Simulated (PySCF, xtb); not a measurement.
Si(F)2(SiH3)2 (F2H6Si3), SMILES F[Si](F)([SiH3])[SiH3].

Harmonic wavenumbers (cm⁻¹) from GFN2-xTB run with xtb 6.7.1 at its own minimum, in rising order: 25, 29, 83, 129, 131, 192, 250, 369, 409, 439, 455, 476, 544, 759, 770, 776, 786, 798, 801, 811, 814, 2229, 2231, 2234, 2240, 2246, 2247.

**Question.** What does ωB97X-D3(BJ)/def2-SVP (PySCF 2.14.0) give at its own minimum? (The exact figures need the calculation; the answer reports its results.)

**Answer.** 84, 88, 94, 134, 141, 213, 276, 397, 438, 500, 543, 548, 589, 846, 879, 917, 924, 940, 947, 951, 953, 2247, 2251, 2255, 2258, 2266, 2267. Paired by order, the mean absolute difference is 62 cm⁻¹ and the zero-point energies are 33.3 and 35.7 kcal/mol.
